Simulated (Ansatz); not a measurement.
Consider the atomization: `C[S][Cd][Cl]` → C• + Cd (atom) + Cl• + 3 H• + S•.

Program: Ansatz. Geometries: PBE0-D4/def2-TZVP. ΔE: electronic, gas phase. CCSD(T)/CBS is the MP2 limit (def2-TZVPP, def2-QZVPP) plus CCSD(T) − MP2 in def2-TZVPP, frozen cores. This one scheme is used for every species, atoms too. Functionals use def2-TZVPP. Open shells (•) are unrestricted, without spin–orbit coupling. Spin–orbit coupling would lower the free atoms: a little for C, Cl, S. def2 core potentials past Kr. Bonds to Cd are less sure, by a few kJ/mol each and by 10 to 20 or more in all where they break to atoms, as the def2 sets lack core-valence functions. One conformer a species, not always the lowest.

```csv
level,ΔE (kcal/mol)
r2SCAN,498.1
HF/def2-TZVPP,361.2
```

Task: What does CCSD(T)/CBS give? (Best estimate.)

Result: The calculation gave: +494.1 kcal/mol. The listed levels differ from it by 4.0, -132.9 kcal/mol.

Largest T1 diagnostic among the species: 0.015.

In def2-TZVPP, CCSD(T) changes the Hartree–Fock value by +114.9 kcal/mol (the triples alone add +8.4 kcal/mol) and MP2 by +123.3 kcal/mol; breaking electron pairs costs correlation energy, which Hartree–Fock lacks. Leaving LDA and LC-ωPBE aside and taking each functional with its dispersion term where it has one, the values, not all of them listed here, spread over 24.3 kcal/mol, from BHLYP-D4 to PBE-D4. LDA lies +69.2 kcal/mol from PBE without D4, its usual overbinding.

For atomizations the MP2-based limit and the directly extrapolated one differ by several kJ/mol either way, and by 10 to 25 for some Ge, Se and Sn compounds, so smaller differences from it don't rank the levels.
